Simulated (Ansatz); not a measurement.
BrZn (SMILES [Zn+][Br]), charge +1, singlet, at a GFN2-xTB geometry (such geometries of metal compounds can be far from the true shape); CAM-B3LYP/def2-TZVP in Ansatz (a program for electronic structure).

Ansatz was given this input:
Ansatz 0.2 input:
```yaml
crystal:
  periodic: [false, false, false]
  atoms:
    - {symbol: Zn, position_ang: [-0.00000000, -0.00000000, -1.16683428]}
    - {symbol: Br, position_ang: [0.00000000, 0.00000000, 1.00014367]}
basis:
  gaussian:
    orbitals: def2-TZVP
hamiltonian:
  xc: cam_b3lyp
total_charge: 1
```

The log (banner, timings and long lists left out):

```
Functional definition: CAM-B3LYP
735 factors; integrals over basis functions are off by at most 1.1e-3 eV
139 factors; integrals over basis functions are off by at most 7.3e-5 eV
mean field evaluation 1: about -118459.2175 eV, gradient 4.7e1 eV
mean field evaluation 2: about -118450.6459 eV, gradient 8.8e1 eV
mean field evaluation 4: about -118464.3676 eV, gradient 4.3e0 eV
mean field evaluation 8: about -118464.4202 eV, gradient 2.1e-1 eV
mean field evaluation 16: about -118464.4203 eV, gradient 1.8e-5 eV
mean field -118464.42025600 eV, -4353.4871463401 hartree, gradient 1.8e-5 eV, S^2 0.000000; 0 other end points of the search recorded, 0 dependent functions left out
reference -118464.42035447 eV, -4353.4871499588 hartree; 32, 32 occupied and 64, 64 virtual orbitals, 735 factors
Total energy: -118464.42035447 eV, -4353.4871499588 hartree
```
